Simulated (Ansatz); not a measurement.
Ideal-gas functions of C3H3BrO (`O=C=CCBr`) at 500 K and 1 bar, from an Ansatz frequency run at PBE0-D4/def2-TZVP.

Molar mass 134.96 g/mol, point group C1 (symmetry number 1), electronic degeneracy 1, moments of inertia 41.761, 425.941, 447.338 u Å². Harmonic wavenumbers (cm⁻¹, unscaled): 68, 200, 258, 517, 559, 637, 662, 852, 1035, 1141, 1191, 1235, 1436, 1477, 2248, 3129, 3195, 3218.

Use S(trans) = R[1.5 ln M + 2.5 ln T − 1.1517]; rotational temperatures θ = 24.2544 K / I; S(rot) = R[ln(√π/σ · √(T³/θAθBθC)) + 1.5]; for each mode x = 1.438777 ν̃/T, S = R[x/(eˣ − 1) − ln(1 − e⁻ˣ)] and H = RT x/(eˣ − 1); 1 cm⁻¹ = 0.0119627 kJ/mol; R = 8.31446 J/(mol·K).

Q: By hand: the entropy, in J/(mol·K).

A: Translation 180.8. Rotation: θ = 0.5808, 0.0569, 0.0542 K, giving 121.0. Vibration, mode by mode: 21.89, 13.02, 10.98, 5.74, 5.20, 4.35, 4.11, 2.67, 1.76, 1.38, 1.23, 1.11, 0.69, 0.63, 0.10, 0.01, 0.01, 0.01, in all 74.9. Electronic 0.0. Sum 376.7 J/(mol·K).

Q: By hand: H − E and G − E in kJ/mol, counted from the electronic energy.

A: Zero-point energy ½ × 23058 × 0.0119627 = 137.9; thermal vibration 19.6; translation, rotation and pV give 4 RT = 16.6. H − E = 174.1 kJ/mol, and G − E = 174.1 − 500 × 376.7/1000 = -14.2 kJ/mol.

Vibration gives 20 % of the entropy, 21.9 J/(mol·K) of it from the mode under 150 cm⁻¹: soft modes count most, and the harmonic formula is weakest for them. The sum counts one conformer and one mirror image; others add a mixing term.
